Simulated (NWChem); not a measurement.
System: SiH₃O₃, doublet; SMILES O[Si](O)O

NWChem input:

```
start job
memory heap 200 mb stack 900 mb global 1100 mb
geometry units angstroms
  O     -1.476608    -0.129067     0.209650
  Si     0.093166     0.013838    -0.316140
  O      0.930867    -1.265593     0.348610
  O      0.600756     1.496282     0.226467
  H     -1.845920    -1.017764     0.199014
  H      1.809021    -1.423855    -0.012185
  H     -0.041295     1.951650     0.784485
end
basis spherical
  * library sto-3g
end
dft
  odft
  mult 2
  xc hfexch
  iterations 150
end
driver
  maxiter 120
end
task dft optimize
task dft freq
```

No stability test was run on the SCF state.

The level has its own optimisation; frequencies are unscaled.

Q: Give the results of this calculation. (UHF/STO-3G.) Quantities: r O–Si (Å); r H–O (Å); highest harmonic frequency (cm⁻¹); lowest (cm⁻¹); zero-point energy (kcal/mol); dipole (D).

A: The r O–Si (Å) comes out as 1.682 and the r H–O (Å) is 0.985. The highest harmonic frequency (cm⁻¹) is 4260, the lowest (cm⁻¹) is 128 and the zero-point energy (kcal/mol) comes out as 29.6. The dipole (D) is 2.01.
